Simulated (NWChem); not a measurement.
System: C₃H₅F; SMILES C=C(C)F

NWChem input:

```
start job
memory heap 200 mb stack 900 mb global 1100 mb
geometry units angstroms noautoz
  C     -1.063545    -0.977506     0.000000
  C     -0.056970    -0.089990     0.000000
  C     -0.137888     1.400678     0.000000
  F      1.225359    -0.529701     0.000000
  H     -2.105078    -0.631446     0.000000
  H     -0.857390    -2.056758     0.000000
  H      0.376567     1.816342     0.891758
  H     -1.187949     1.745199     0.000000
  H      0.376567     1.816342    -0.891758
end
basis spherical
  * library def2-svp
end
dft
  xc pbe0
  iterations 150
end
tddft
  nroots 8
  notriplet
end
task tddft energy
```

All runs use the structure optimised with PBE-D3(BJ)/def2-SVP.

Vertical excitations in the gas phase.

Task: What results follow from this input? (PBE0/def2-SVP, full TDDFT.) Quantities: lowest excitation, singlet (eV); oscillator strength of that lowest state; lowest state with f > 0.02, singlet (eV); oscillator strength of that bright state; orbital gap (eV).

Result: The lowest excitation, singlet (eV) is 7.70, the oscillator strength of that lowest state is 0.453 and the lowest state with f > 0.02, singlet (eV) is 7.70. The oscillator strength of that bright state is 0.453 and the orbital gap (eV) comes out as 7.77.
